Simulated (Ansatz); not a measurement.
Two isomers of BFH4OSSi: A = `O[SiH2]SBF`, B = `OB(F)[SiH2]S`.

Isolated molecules relaxed with PBE0-D4/def2-TZVP in Ansatz; ΔE leaves out vibrations. CCSD(T)/CBS is the MP2 limit (def2-TZVPP, def2-QZVPP) plus CCSD(T) − MP2 in def2-TZVPP, frozen cores. Functionals use def2-TZVPP. B3LYP here is the variant with VWN-RPA as its local correlation; programs differ in this. Each species was taken in one conformer, which may not be the lowest.

**Question.** Which isomer does CCSD(T)/CBS put lower? Give the gap. (An estimate is asked.)

**Answer.** The calculation gave: A, by 49.2 kJ/mol.

**Question.** Give E(B) − E(A) in kJ/mol with CCSD/def2-TZVPP, CCSD(T)/def2-TZVPP, ωB97M-V, PBE0-D4, B3LYP, r2SCAN-D4, HF/def2-TZVPP. (Estimate.)

**Answer.** The calculation gave: CCSD/def2-TZVPP 45.6, CCSD(T)/def2-TZVPP 46.3, ωB97M-V 47.5, PBE0-D4 39.8, B3LYP 43.6, r2SCAN-D4 47.6, HF/def2-TZVPP 51.5. None reverses the order clearly.

Largest T1 diagnostic: 0.013.

From PBE to PBE0 (25 % exact exchange), in def2-TZVPP and without D4, E(B) − E(A) moves by +3.0 kJ/mol.
